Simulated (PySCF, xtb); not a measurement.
Ru(CO)3 (C3O3Ru), SMILES [O+]#[C-]->[Ru](<-[C-]#[O+])<-[C-]#[O+], multiplicity 1.

GFN2-xTB (xtb 6.7.1) at its own geometry gives an orbital gap of 1.29 eV and a dipole moment of 2.94 D.

Geometry optimised at PBE0-D3(BJ)/def2-SVP. The spin state was assumed, not searched. The def2 effective core potentials stand for the cores of Ru; spin–orbit coupling is left out.

What does M06-2X/def2-TZVP (PySCF) give? (An estimate is asked for; the answer gives what the named calculation found.)

gap 5.55 eV (levels -7.77 and -2.22 eV), dipole 2.69 D.
